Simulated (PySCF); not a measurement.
C5H7NSi.
Geometry (GFN2-xTB, Å), atoms numbered from 1 in this order:
```
atom  x, y, z in Å
Si1    2.2712    0.1262    0.1153
C2     0.3866    0.0091    0.0184
C3    -0.4051    1.1545    0.0559
C4    -1.7824    1.0343   -0.0196
N5    -2.4066   -0.1269   -0.1277
C6    -1.6654   -1.2210   -0.1622
C7    -0.2817   -1.2069   -0.0929
H8     2.6338    0.6816    1.4211
H9     2.7354    1.0139   -0.9529
H10    2.8253   -1.2173   -0.0512
H11    0.0507    2.1302    0.1425
H12   -2.4224    1.9073    0.0071
H13   -2.2118   -2.1519   -0.2503
H14    0.2717   -2.1338   -0.1257
```

Computed, not measured: TDDFT PBE0/def2-SVPD, vertical, gas phase, core orbitals frozen in the response in PySCF.

```json
{"state": "S1", "λ (nm)": "271.2", "E (eV)": "4.57", "f": "0.0046", "|μ| (D)": "0.52", "main configurations (H = HOMO, L = LUMO)": "H→L (99%)"}
{"state": "S2", "λ (nm)": "245.2", "E (eV)": "5.06", "f": "0.0001", "|μ| (D)": "0.06", "main configurations (H = HOMO, L = LUMO)": "H→L+1 (99%)"}
{"state": "S3", "λ (nm)": "226.1", "E (eV)": "5.48", "f": "0.042", "|μ| (D)": "1.42", "main configurations (H = HOMO, L = LUMO)": "H-1→L (77%), H-2→L+1 (21%)"}
{"state": "S4", "λ (nm)": "197.4", "E (eV)": "6.28", "f": "0.012", "|μ| (D)": "0.72", "main configurations (H = HOMO, L = LUMO)": "H-2→L (55%), H-1→L+1 (42%)"}
{"state": "S5", "λ (nm)": "182.0", "E (eV)": "6.81", "f": "0.032", "|μ| (D)": "1.11", "main configurations (H = HOMO, L = LUMO)": "H→L+2 (92%)"}
{"state": "S6", "λ (nm)": "175.6", "E (eV)": "7.06", "f": "0.045", "|μ| (D)": "1.29", "main configurations (H = HOMO, L = LUMO)": "H-1→L+2 (89%)"}
{"state": "S7", "λ (nm)": "175.5", "E (eV)": "7.07", "f": "0.560", "|μ| (D)": "4.57", "main configurations (H = HOMO, L = LUMO)": "H-1→L+1 (42%), H-2→L (30%)"}
{"state": "S8", "λ (nm)": "175.1", "E (eV)": "7.08", "f": "0.0043", "|μ| (D)": "0.40", "main configurations (H = HOMO, L = LUMO)": "H-3→L (94%)"}
```

Triplets, Tamm–Dancoff:

| state | E (eV) | λ (nm) | main configurations (H = HOMO, L = LUMO) |
| --- | --- | --- | --- |
| T1 | 3.90 | 317.7 | H→L (95%) |
| T2 | 4.23 | 293.3 | H-1→L+1 (52%), H-2→L (36%) |
| T3 | 4.47 | 277.4 | H-1→L (90%) |

The lowest singlet comes at 271 nm (441 kJ/mol) in the ultraviolet; it is very weak; its leading configuration is HOMO→LUMO (99%). The strongest level in the table is S7 at 7.07 eV (175 nm, f = 0.560). S6/S7 lie within about 0.01 eV of each other. Löwdin shares by element: HOMO nitrogen 55%, carbon 27% or more (atoms not listed hold the other 19%); LUMO carbon 46% or more, nitrogen 20% (atoms not listed hold the other 33%). Weighted by f, the mean energy of these states is 6.93 eV. Of the 8 states listed, 5 reach f = 0.01 and 1 stays under 0.0005. The listed states span 2.51 eV, and the widest gap between neighbours is 0.80 eV (S3 to S4). Singlets were solved by full linear response, triplets in the Tamm–Dancoff approximation.

On one thread of an Arm Neoverse V2 (shared host), this took 29 s of wall time.
